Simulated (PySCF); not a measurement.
**Fe¹⁶⁺ (iron, charge +16) across methods**

[Ne], closed-shell 1S. Computed with PySCF 2.14 in an uncontracted even-tempered set (18 s from 3.1 bohr⁻², ratio 2.2; 11 p from 4 bohr⁻², ratio 2.2; 6 d from 21 bohr⁻², ratio 2.4; 5 f from 32 bohr⁻², ratio 2.4; 5 g from 48 bohr⁻², ratio 2.4), with no relativity, point nucleus.

| method | E (hartree) | mean ε 1s (eV) | mean ε 2s (eV) | mean ε 2p (eV) | Σ⟨r²⟩ (bohr²) | ⟨S²⟩ |
| --- | --- | --- | --- | --- | --- | --- |
| UHF | -1139.67595 | -7659.3 | -1382.2 | -1264.4 | 0.5661 | 0.000 |
| r2SCAN | -1140.084 | -7504.4 | -1329.9 | -1221.4 | 0.5668 | 0.000 |
| LDA | -1137.436 | -7465.5 | -1318.6 | -1215.1 | 0.5690 | 0.000 |
| M06-L | -1140.179 | -7503.7 | -1331.9 | -1222.1 | 0.5656 | 0.000 |
| PBE | -1139.712 | -7481.1 | -1321.0 | -1215.9 | 0.5682 | 0.000 |
| PBE0 | -1139.808 | -7525.8 | -1336.7 | -1228.5 | 0.5676 | 0.000 |
| M06-2X | -1140.063 | -7566.5 | -1348.6 | -1241.5 | 0.5669 | 0.000 |
